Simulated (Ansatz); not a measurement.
Ansatz (a first-principles code) input:

Ansatz 0.2 input:
```yaml
crystal:
  periodic: [false, false, false]
  atoms:
    - {symbol: Nb, position_ang: [-0.03348067, 0.01583237, 0.06870002]}
    - {symbol: O, position_ang: [-1.25775266, -1.14517377, -0.12931487]}
    - {symbol: F, position_ang: [-0.34759301, 1.63675701, -0.84621835]}
    - {symbol: F, position_ang: [1.61811840, -0.69095002, 0.64819813]}
basis:
  gaussian:
    orbitals: def2-TZVPD
hamiltonian:
  xc: {name: B3LYP}
total_charge: -1
```

**Question.** Which total energy does the run end on?

**Answer.** -332.26620 Eh (B3LYP/def2-TZVPD). The basis has 160 functions.

This state (charge -1, singlet) is run at the relaxed geometry of the species with charge 0 and multiplicity 2.
